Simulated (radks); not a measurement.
The numbers below are computed, except where a source is named.
Q: All-electron atom: Eu+ in [Xe] 4f7 6s1. Level of theory: scalar-relativistic Kohn-Sham, r2SCAN, spin-unpolarised, spherical densities, finite nucleus; meta-GGA in the generalised Kohn-Sham scheme; Fermi nuclear charge, rms radius 5.1115 fm (a radial shooting solver on a logarithmic mesh with Libxc functionals). Some entries of the table are withheld. Estimate them.

orbital  occ.  eigenvalue (hartree)  <1/r> (bohr^-1)
1s          2             -1780.266            70.21
2s          2             -293.3199              (1)
2p          6                   (2)            15.23
3s          2             -65.01827            5.980
3p          6             -54.98227            5.623
3d         10             -41.56648            5.327
4s          2             -13.23364            2.501
4p          6              -9.91557            2.301
4d         10              -5.27511            2.022
5s          2                   (3)           0.9524
5p          6              -1.13549           0.8026
4f          7                   (4)            1.412
6s          1              -0.30844           0.3146
5d          0              -0.25307           0.4695
6p          0              -0.18800           0.2589

A: 
(1) 2s <1/r> (bohr^-1): 16.29
(2) 2p eigenvalue (hartree): -261.2434
(3) 5s eigenvalue (hartree): -1.92210
(4) 4f eigenvalue (hartree): -0.31776
